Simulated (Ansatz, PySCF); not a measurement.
Gas-phase reaction (SMILES): C[O][Al]([F])[F] + Cl (HCl) → [F][Al]([F])[Cl] + CO (CH4O) [methanol]; hydrogen chloride cleaves one Al-O bond, a model of a ligand-exchange step.

Geometries: B3LYP-D3(BJ)/def2-TZVP minima from Ansatz (an electronic-structure program), one conformer each, not searched for the lowest. Correlated levels leave the core frozen unless marked. Spin-orbit coupling is left out. No relativistic terms. CBS marks a two-point X^-3 extrapolation of the correlation energy; Hartree-Fock from the larger set. Thermal terms are rigid-rotor harmonic-oscillator values from B3LYP-D3(BJ) frequencies (Ansatz or PySCF) at 298.15 K and 1 atm. 1 Eh = 627.5095 kcal/mol.

```
species           E, CCSD(T)/CBS(cc-pV(T+d)Z,cc-pV(Q+d)Z) (Ansatz) (Eh)  E, PBE0-D4/def2-TZVPD (Ansatz + dftd4) (Eh)  H - E (Eh)
----------------  -----------------------------------------------------  -------------------------------------------  ----------
C[O][Al]([F])[F]                                             -556.82056                                   -557.16610     0.05501
Cl (HCl)                                                     -460.37849                                   -460.66608     0.01000
[F][Al]([F])[Cl]                                             -901.59838                                   -902.20218     0.01240
CO (CH4O)                                                    -115.60979                                   -115.64059     0.05533
```

Task: Work out ΔE and ΔH at 298.15 K at the first level, then ΔH at the second.

Result: 
1. ΔE = [(-901.59838) + (-115.60979)] - [(-556.82056) + (-460.37849)] = -0.00912 Eh = -5.7 kcal/mol at CCSD(T)/CBS(cc-pV(T+d)Z,cc-pV(Q+d)Z).
2. The terms H - E add up to 0.00272 Eh, so ΔH = (-0.00912 + (0.00272))×627.5095 = -4.0 kcal/mol.
3. At PBE0-D4/def2-TZVPD the same steps give ΔE = -6.6 and ΔH = -4.9 kcal/mol, a shift of -0.9 from the first level.
4. These values are not checked against measurement here, since the tables used lack a sound gas-phase enthalpy of formation for at least one species.
